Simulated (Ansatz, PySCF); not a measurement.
C3H7AlO, SMILES C=[CH][AlH][O]C.

Geometry optimised at ωB97X-D3(BJ)/def2-SVP. The structure was generated by enumeration; whether it is a known compound was not checked. The values are those of a single conformer.

Vertical ionisation energy (IE) and electron affinity (EA) in eV. Rows of orbital energies are one-electron estimates. Where ΔSCF, EOM or ADC give a negative EA the extra electron is unbound and the value depends on the basis.

```tsv
level	IE	EA
−ε(HOMO), −ε(LUMO), M06-2X/def2-TZVP (PySCF)	9.17	0.40
−ε(HOMO), −ε(LUMO), PBE/def2-TZVP (PySCF)	…	…
ΔSCF, PBE0/def2-SVPD (Ansatz), final states of multiplicity 2 and 2	9.77	-0.49
ΔSCF, PBE/def2-SVPD (Ansatz), final states of multiplicity 2 and 2	9.30	-0.39
```

Some entries are withheld; supply them. (Estimate from the structure and the level; the computed values follow.)


- −ε(HOMO), −ε(LUMO), PBE/def2-TZVP (PySCF), IE: 6.44
- −ε(HOMO), −ε(LUMO), PBE/def2-TZVP (PySCF), EA: 1.97

What vertical singlet–triplet gap does ΔSCF give with PBE0/def2-SVPD (Ansatz, an electronic-structure program) and with PBE/def2-SVPD (Ansatz)? (Estimate from the structure and the level; the computed values follow.)

3.98 and 4.10 eV (triplet above singlet where positive).
